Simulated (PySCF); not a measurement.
Gas-phase reaction: SnH₃Cl + 2 Cl → SnH₂Cl₂ + HCl

Method: PySCF energies (xtb for GFN2) plus ideal-gas RRHO corrections (1 bar). † marks an energy on the PBE0/def2-TZVP geometry and frequencies; other levels use their own. CCSD(T) freezes the core. Open shells (unrestricted): Cl (multiplicity 2); the rest are closed-shell singlets. GFN2 has no spin-polarisation term. Spin-orbit splitting is ignored; it lowers the true energy and changes the entropy of Cl. B3LYP is the form with VWN-RPA correlation. Sn: scalar-relativistic def2 core potential, no spin-orbit coupling. SnH₃Cl, SnH₂Cl₂: computed as isolated molecules; such fragments, hydroxides, amides, oligomers or adducts are transient or little studied in the gas. CCSD(T) isn't extrapolated to the basis-set limit.

```json
[
 {"level": "B3LYP/def2-TZVP†", "ΔH°(298 K), kJ": "-477"},
 {"level": "BLYP/def2-TZVP†", "ΔH°(298 K), kJ": "-477"},
 {"level": "CCSD(T)/def2-SVP†", "ΔH°(298 K), kJ": "-447"},
 {"level": "CCSD(T)/def2-TZVPP†", "ΔH°(298 K), kJ": "(withheld)"},
 {"level": "GFN2-xTB", "ΔH°(298 K), kJ": "-467"},
 {"level": "HF/def2-TZVP†", "ΔH°(298 K), kJ": "(withheld)"},
 {"level": "PBE/def2-SVP", "ΔH°(298 K), kJ": "(withheld)"},
 {"level": "PBE/def2-TZVP†", "ΔH°(298 K), kJ": "-513"},
 {"level": "PBE0/def2-TZVP", "ΔH°(298 K), kJ": "-500"},
 {"level": "ωB97M-V/def2-TZVP†", "ΔH°(298 K), kJ": "(withheld)"}
]
```

Question: Fill in the missing entries.

Answer: 
- CCSD(T)/def2-TZVPP†, ΔH°(298 K), kJ: -483
- HF/def2-TZVP†, ΔH°(298 K), kJ: -350
- PBE/def2-SVP, ΔH°(298 K), kJ: -506
- ωB97M-V/def2-TZVP†, ΔH°(298 K), kJ: -506
